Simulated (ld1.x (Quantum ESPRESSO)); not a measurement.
W (Z = 74): PAW pseudisation with PBE, fully relativistic reference atom.

* Element: W (Z = 74)
* Generator: ld1.x (Quantum ESPRESSO) 7.5
* Type: PAW
* Functional: PBE
* Relativity: fully relativistic
* Frozen core: [Xe] 4f14
* Valence charge: 6
* Reference configuration: 5d4 6s2 6p0
* Partial waves: 6s (bound): rcut 2.80, rcutus 2.95 bohr; 6s channel at 1.8 Ry: rcut 2.80, rcutus 2.95 bohr; 6p (bound, empty): rcut 2.50, rcutus 3.30 bohr; 6p channel at 0.3 Ry: rcut 2.50, rcutus 3.30 bohr; 5d (bound): rcut 2.50, rcutus 2.75 bohr; 5d channel at 1.7 Ry: rcut 2.50, rcutus 2.75 bohr
* Local potential: all-electron potential smoothed inside 2.55 bohr (lloc = -2)
* Core correction: Bessel-smoothed model core, default radius (core density twice the valence density)
* Augmentation charge: BESSEL, radius 2.55 bohr

Open shells are filled in proportion to 2j + 1 (rel_dist='average').

All-electron outer shells of the reference configuration (PBE, scalar-relativistic, ld1.x):

```tsv
shell	level (eV)	outermost node (bohr)	outermost maximum (bohr)
5p	-43.20	0.57	1.09
4f	-33.21	–	0.43
6s	-5.71	1.28	2.67
5d	-4.48	0.63	1.49
6p	-1.36	1.54	3.75
```

(1) Tests: 5d4 6s1 6p0; 5d4 6s0 6p0; 5d3 6s0 6p0; 5d4 6s1.5 6p0; 5d2 6s0 6p0; 5d4 6s0 6p2; 5d4 6s1 6p1. Which has the largest error in its energy relative to the reference configuration, and how large is it?

The ghost test of this file was not conclusive.

Answers

(1) 5d2 6s0 6p0, with -767 meV (all-electron minus pseudo) on +87.13 eV.
